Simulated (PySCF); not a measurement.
Cr(SH)2: multiplets, ligand field and magnetism

Cr(SH)2: Cr(II) (d4), charge 0. The structure is a PBE0-D3(BJ)/def2-TZVP geometry optimised for multiplicity 5; coordination linear, point group C2h, metal–donor distances 2.26 Å.

```
5

Cr    0.0000    0.0000    0.0000
S     0.0000    0.0000    2.2587
H     1.3422    0.0000    2.3705
S     0.0000    0.0000   -2.2587
H    -1.3422    0.0000   -2.3705
```

Method (PySCF 2.14, density fitting): CASSCF(4,5) with orbitals averaged over all microstates of the shell, strongly contracted NEVPT2 on the averaged canonical orbitals; basis x2c-TZVPall on the metal, x2c-SVPall elsewhere; spin-free X2C; gas phase; spin-orbit coupling by state interaction with the mean-field operator over all roots.

Spin-free states:

| 2S+1 | deg. | symmetry | free-ion term | CASSCF / cm⁻¹ | NEVPT2 / cm⁻¹ | f(ED) |
| --- | --- | --- | --- | --- | --- | --- |
| 5 | 1 | 5Bg | 5D 1.00 | 0 | 0 | – |
| 5 | 1 | 5Ag | 5D 1.00 | 297 | 2910 | 0 |
| 5 | 1 | 5Ag | 5D 1.00 | 4215 | 5520 | 0 |
| 5 | 1 | 5Bg | 5D 1.00 | 5916 | 7295 | 0 |
| 5 | 1 | 5Ag | 5D 1.00 | 6000 | 7425 | 0 |
| 3 | 1 | 3Bg | 3H 0.72 | 18631 | 17704 | – |
| 3 | 1 | 3Bg | 3H 0.82 | 19236 | 18218 | – |
| 3 | 1 | 3Bg | 3H 0.82 | 18980 | 18282 | – |
| 3 | 1 | 3Ag | 3H 0.87 | 18991 | 18429 | – |
| 3 | 1 | 3Ag | 3P 0.43 | 21420 | 19873 | – |
| 3 | 1 | 3Ag | 3H 0.74 | 20218 | 20395 | – |
| 3 | 1 | 3Ag | 3H 0.85 | 19808 | 20459 | – |
| 3 | 1 | 3Ag | 3H 0.80 | 20366 | 20498 | – |
| 3 | 1 | 3Bg | 3P 0.49 | 21655 | 20605 | – |
| 3 | 1 | 3Bg | 3P 0.50 | 22658 | 20605 | – |
| 3 | 1 | 3Bg | 3H 0.70 | 20442 | 20682 | – |
| 3 | 1 | 3Bg | 3H 0.74 | 21875 | 20689 | – |
| 3 | 1 | 3Bg | 3F 0.38 | 22322 | 20755 | – |
| 3 | 1 | 3Bg | 3H 0.84 | 19907 | 20843 | – |
| 3 | 1 | 3Ag | 3H 0.67 | 22222 | 21796 | – |
| 3 | 1 | 3Ag | 3F 0.84 | 23100 | 22035 | – |
| 3 | 1 | 3Bg | 3F 0.89 | 23361 | 22169 | – |
| 3 | 1 | 3Ag | 3F 0.59 | 23798 | 22461 | – |
| 3 | 1 | 3Bg | 3F 0.67 | 24074 | 22903 | – |
| 3 | 1 | 3Bg | 3G 0.49 | 24924 | 23766 | – |

Only the lowest 25 spin-free levels are listed. Energies are counted from the ground state at NEVPT2 level. Weights follow the labels. f(ED) is the electric-dipole oscillator strength from the ground state at the fixed geometry, without vibronic coupling; occupations, where given, run over the ligand-field orbitals from the lowest.

Ligand-field fit:

```
          cm⁻¹  CASSCF
             B     917
   B, free ion    1040
             C    3552
   C, free ion    3845
rms of the fit     314
```

| orbital | CASSCF / cm⁻¹ | metal share | main function |
| --- | --- | --- | --- |
| 1 | 0 | 1.00 | x2-y2 0.95 |
| 2 | 138 | 1.00 | xy 1.00 |
| 3 | 1872 | 0.98 | xz 0.97 |
| 4 | 4289 | 0.84 | z2 0.97 |
| 5 | 5916 | 0.95 | yz 1.00 |

ζ = 220 cm⁻¹, against 239 for the free ion.

## Spin-orbit levels

```
E / cm⁻¹  deg.              make-up
     0.0     1             0.99 5Bg
     0.0     1             0.99 5Bg
    11.3     1             1.00 5Bg
    11.4     1             1.00 5Bg
    15.1     1             1.00 5Bg
  2917.1     1             1.00 5Ag
  2917.9     1             0.99 5Ag
  2928.3     1             1.00 5Ag
  2934.9     1             0.99 5Ag
  2937.0     1             1.00 5Ag
  5527.0     1             0.99 5Ag
  5527.8     1             0.99 5Ag
  5532.1     1             0.99 5Ag
  5537.2     1             1.00 5Ag
  5537.8     1             0.99 5Ag
  7145.8     1  0.64 5Bg + 0.36 5Ag
  7145.8     1  0.64 5Bg + 0.36 5Ag
  7249.4     1  0.75 5Bg + 0.25 5Ag
  7258.4     1  0.75 5Bg + 0.24 5Ag
  7318.6     1             1.00 5Bg
  7449.4     1             1.00 5Ag
  7509.7     1  0.75 5Ag + 0.25 5Bg
  7510.8     1  0.76 5Ag + 0.24 5Bg
  7606.9     2  0.64 5Ag + 0.36 5Bg
```

Only the lowest levels are listed: 25 of 210 states.

No frequencies were computed for the optimised geometry. NEVPT2 lifts 5Ag from 4215 to 5520 cm⁻¹; on the d shell alone such lifts tend to overshoot. Gaps between spin states lean to high spin in this active space.

The job took 6.3 s on one thread of Arm Neoverse V2 (shared host), with 94 basis functions, launched as `OMP_NUM_THREADS=1 python lf_run.py task.json out`.
